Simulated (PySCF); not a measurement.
Computed shifts of a molecule CH₅ClF₂Si₂, B3LYP/pcSseg-1 (PySCF), GIAO, gas phase, equivalent atoms averaged, in ppm (number of nuclei): ¹⁹F: -238.5 (1), -314.7 (1). ¹³C: 77.2 (1). ²⁹Si: 10.7 (1), -21.3 (1). ¹H: 5.54 (1), 5.46 (1), 5.40 (1), 5.30 (1), 5.27 (1). References: ¹⁹F against CFCl3 (σ = 161.7 ppm); ¹³C against TMS (σ = 181.3 ppm); ²⁹Si against TMS (σ = 338.7 ppm); ³⁵Cl against HCl (σ = 933.3 ppm); ¹H against TMS (σ = 31.68 ppm), references at their B3LYP-D3(BJ)/def2-TZVP geometries, non-relativistic (without spin–orbit terms, shifts of atoms bonded to Cl or Br come out too high). Geometry optimised at B3LYP-D3(BJ)/def2-SVP. One conformer was computed; it need not be the lowest.

Which molecule gave these data?
A. F[SiH2][C@H](F)[SiH2]Cl
B. C[Si@@](F)(Cl)[SiH2]F
C. C[Si](F)(F)[SiH2]Cl
D. FC[Si@H](F)[SiH2]Cl

D, FC[Si@H](F)[SiH2]Cl
